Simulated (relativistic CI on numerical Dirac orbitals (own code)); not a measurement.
# Radial parameters of W⁴⁸⁺

These numbers are calculated, not measured: Dirac-Coulomb-Breit CI, separate exchange-only KLI orbitals for each configuration, a model potential for QED, unscaled Slater integrals (own radial code, finite nucleus).

Slater integrals F^k, G^k are unscaled and averaged over j, outside the closed core [Ne]; ζ comes from projecting the Hamiltonian with its Breit term on Σ l·s of the shell.

- 3s²3p⁶3d⁸: F^2(3d,3d) = 586450, F^4(3d,3d) = 378340, ζ(3d) = 218720 cm⁻¹; <r>(3d) = 0.1737, <r^2>(3d) = 0.03504 (bohr units).
- 3s²3p⁵3d⁹: ζ(3p) = 1.682e+06, F^2(3p,3d) = 511160, G^1(3p,3d) = 549130, G^3(3p,3d) = 364840, ζ(3d) = 216990 cm⁻¹; <r>(3p) = 0.1931, <r^2>(3p) = 0.04322, <r>(3d) = 0.1739, <r^2>(3d) = 0.03514 (bohr units).
- 3s²3p⁴3d¹⁰: F^2(3p,3p) = 507180, ζ(3p) = 1.6811e+06 cm⁻¹; <r>(3p) = 0.1932, <r^2>(3p) = 0.04329 (bohr units).

Give the Racah parameters of the d shell in 3s²3p⁶3d⁸.

B = F²/49 − 5F⁴/441 = 7679 cm⁻¹ and C = 35F⁴/441 = 30027 cm⁻¹.

Averages of the first 10 configurations, taken without configuration mixing, which lowers the lowest level and can move excited configurations by several eV; other configurations of the list can lie among them:

```csv
Configuration,Parity,States,Average energy above the lowest level (eV)
3s²3p⁶3d⁸,even,45,60.8
3s²3p⁵3d⁹,odd,60,576.9
3s²3p⁴3d¹⁰,even,15,1101.1
3s3p⁶3d⁹,even,20,1022.0
3p⁶3d¹⁰,even,1,1994.2
3s3p⁵3d¹⁰,odd,12,1536.4
3s²3p⁶3d⁷4s,even,240,1755.7
3s²3p⁶3d⁷4p,odd,720,1923.5
3s²3p⁴3d⁹4s,even,300,2777.1
3s²3p⁶3d⁷4d,even,1200,2116.7
```
